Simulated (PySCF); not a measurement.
Correlation energy of Zn (zinc, neutral)

[Ar] 3d10 4s2, closed-shell 1S. All numbers are calculated (PySCF 2.14, the spin-free X2C one-electron Hamiltonian (Gaussian nucleus), in aug-cc-pVTZ-DK (8s7p5d3f2g, 93 functions)). Frozen: [Ar]; 12 electrons correlated.

```tsv
level	correlation energy (mhartree)
CCSD	-489.33
(T)	-18.85
CCSD(T)	-508.18
```

Diagnostics: T1 = 0.021, D1 = 0.0612, largest double amplitude 0.058.

Cost of the coupled-cluster step: of the order of 14 core-seconds, for 12 correlated electrons.

Iterations:

```
CC2 = 0
CCSD nocc = 6, nmo = 84
frozen orbitals [0, 1, 2, 3, 4, 5, 6, 7, 8]
max_cycle = 100
direct = 0
conv_tol = 1e-08
conv_tol_normt = 1e-06
diis_space = 8
diis_start_cycle = 0
Init t2, MP2 energy = -1794.80202846551  E_corr(MP2) -0.535530985156954
Init E_corr(CCSD) = -0.535530985157666
cycle = 1  E_corr(CCSD) = -0.46746285149687  dE = 0.0680681337  norm(t1,t2) = 0.0741429
cycle = 2  E_corr(CCSD) = -0.492760188331743  dE = -0.0252973368  norm(t1,t2) = 0.0308941
cycle = 3  E_corr(CCSD) = -0.488091492790734  dE = 0.00466869554  norm(t1,t2) = 0.0180194
cycle = 4  E_corr(CCSD) = -0.488750788855171  dE = -0.000659296064  norm(t1,t2) = 0.00560399
cycle = 5  E_corr(CCSD) = -0.489308983644435  dE = -0.000558194789  norm(t1,t2) = 0.000879224
cycle = 6  E_corr(CCSD) = -0.4893588660437  dE = -4.98823993e-05  norm(t1,t2) = 0.000146641
cycle = 7  E_corr(CCSD) = -0.489334609758798  dE = 2.42562849e-05  norm(t1,t2) = 7.03803e-05
cycle = 8  E_corr(CCSD) = -0.489333717425529  dE = 8.92333269e-07  norm(t1,t2) = 1.13139e-05
cycle = 9  E_corr(CCSD) = -0.48933412857654  dE = -4.11151011e-07  norm(t1,t2) = 3.67176e-06
cycle = 10  E_corr(CCSD) = -0.489334132420172  dE = -3.84363225e-09  norm(t1,t2) = 1.10365e-06
cycle = 11  E_corr(CCSD) = -0.489334054541754  dE = 7.78784175e-08  norm(t1,t2) = 3.22392e-07
cycle = 12  E_corr(CCSD) = -0.489334053708758  dE = 8.32996561e-10  norm(t1,t2) = 1.23268e-07
CCSD converged
E(CCSD) = -1794.755831534063  E_corr = -0.4893340537087579
CCSD(T) correction = -0.0188537322633436
```
